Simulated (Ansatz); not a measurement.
Energy needed to pull apart AlGeNH4 (SMILES [NH]1[AlH][GeH2]1), singlet, into free ground-state atoms, from the structure below (displaced at random from a GFN2-xTB minimum); no zero-point or spin–orbit terms; open-shell atoms are treated unrestricted, in their ground-state multiplicity.

| atom | x (Å) | y (Å) | z (Å) |
| --- | --- | --- | --- |
| N1 | -0.7309 | -0.6078 | -0.5083 |
| Al2 | 0.1214 | 0.5291 | -1.5749 |
| Ge3 | 0.5881 | 0.2062 | 0.9547 |
| H4 | -1.5256 | -1.3481 | -0.3464 |
| H5 | 0.6173 | 1.5244 | -2.7003 |
| H6 | -0.3138 | 0.6872 | 2.2703 |
| H7 | 1.4206 | -0.9750 | 1.5148 |

Ansatz 0.2.0; basis: def2-TZVPP; cores frozen in the correlated methods. Filled d shells of the heavier atoms are correlated. The def2 sets are not built for correlating such inner shells, so the correlated values are less sure here. B3LYP uses VWN-RPA correlation.

```
   method  atomization energy (eV)
   PBE-D4                    19.29
r2SCAN-D4                    19.05
  PBE0-D4                    18.71
 B3LYP-D4                        ?
  wB97X-V                    19.11
  wB97M-V                    18.92
       HF                    12.04
      MP2                        ?
     CCSD                    18.05
  CCSD(T)                    18.49
```

(1) What does B3LYP-D4 give? (Judge from chemistry; the value comes from the calculation.)

(2) What does MP2 give? (Judge from chemistry; the value comes from the calculation.)

T1 diagnostic: at most 0.017.

## Answers

(1) Computed: 18.98 eV, which is about 0.48 eV more than CCSD(T)/def2-TZVPP.

(2) Computed: 18.55 eV, which is about 0.06 eV more than CCSD(T)/def2-TZVPP.

In triple zeta the MP2 and coupled-cluster atomization energies are still short of their basis limit by a few kcal/mol a bond, whereas those of the functionals are nearly converged, so these differences are not deviations from converged CCSD(T).

For scale, one of the runs: CCSD(T)/def2-TZVPP forces, 177 basis functions (an equivalent command: `ansatz run in.yaml --threads 4`). Time: 2.5 min of wall clock on 4 CPU threads; the host was shared. Peak host memory: 2.9 GiB.
